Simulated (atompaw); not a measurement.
## Reading a pseudo-wave (Fe)

Columns: radius, all-electron u(r) and pseudo u(r) of the 4s shell (level -4.94 eV) of iron in the configuration [Ar] 3d6.5 4s1.5 4p0; LDA (PW92), scalar-relativistic, PAW (atompaw) scheme, atompaw 4.2.0.5.

```json
{"r (bohr)": "0.115", "all-electron": "0.0964", "pseudo": "0.0505"}
{"r (bohr)": "0.231", "all-electron": "0.1305", "pseudo": "0.1010"}
{"r (bohr)": "0.346", "all-electron": "-0.0437", "pseudo": "0.1503"}
{"r (bohr)": "0.462", "all-electron": "-0.1987", "pseudo": "0.1988"}
{"r (bohr)": "0.577", "all-electron": "-0.2627", "pseudo": "0.2454"}
{"r (bohr)": "0.692", "all-electron": "-0.2462", "pseudo": "0.2901"}
{"r (bohr)": "0.808", "all-electron": "-0.1765", "pseudo": "0.3331"}
{"r (bohr)": "0.923", "all-electron": "-0.0803", "pseudo": "0.3732"}
{"r (bohr)": "1.038", "all-electron": "0.0252", "pseudo": "0.4106"}
{"r (bohr)": "1.154", "all-electron": "0.1299", "pseudo": "0.4455"}
{"r (bohr)": "1.269", "all-electron": "0.2259", "pseudo": "0.4771"}
{"r (bohr)": "1.385", "all-electron": "0.3118", "pseudo": "0.5059"}
{"r (bohr)": "1.500", "all-electron": "0.3850", "pseudo": "0.5311"}
{"r (bohr)": "1.615", "all-electron": "0.4464", "pseudo": "0.5532"}
{"r (bohr)": "1.731", "all-electron": "0.4969", "pseudo": "0.5722"}
{"r (bohr)": "1.846", "all-electron": "0.5366", "pseudo": "0.5878"}
{"r (bohr)": "1.962", "all-electron": "0.5673", "pseudo": "0.6003"}
{"r (bohr)": "2.077", "all-electron": "0.5895", "pseudo": "0.6095"}
{"r (bohr)": "2.192", "all-electron": "0.6046", "pseudo": "0.6157"}
{"r (bohr)": "2.308", "all-electron": "0.6135", "pseudo": "0.6189"}
{"r (bohr)": "2.423", "all-electron": "0.6170", "pseudo": "0.6192"}
{"r (bohr)": "2.538", "all-electron": "0.6160", "pseudo": "0.6166"}
{"r (bohr)": "2.654", "all-electron": "0.6111", "pseudo": "0.6112"}
{"r (bohr)": "2.769", "all-electron": "0.6030", "pseudo": "0.6030"}
{"r (bohr)": "2.885", "all-electron": "0.5922", "pseudo": "0.5922"}
{"r (bohr)": "3.000", "all-electron": "0.5793", "pseudo": "0.5793"}
```

Question: How many radial nodes do the two functions have?

Answer: The all-electron 4s function has n − l − 1 = 3 (the table is too coarse to show those close to the nucleus); the pseudo-wave has 0, since the states of the same l below it are removed with the core.

Question: At about which radius was the pseudo-wave matched?

Answer: 2.75 bohr, where the columns begin to agree (steps of 0.12 bohr).

Question: Is the pseudo-wave norm-conserving?

Answer: No, it belongs to a PAW set: the norm inside the radius is not constrained, and the difference is carried by the augmentation charge.
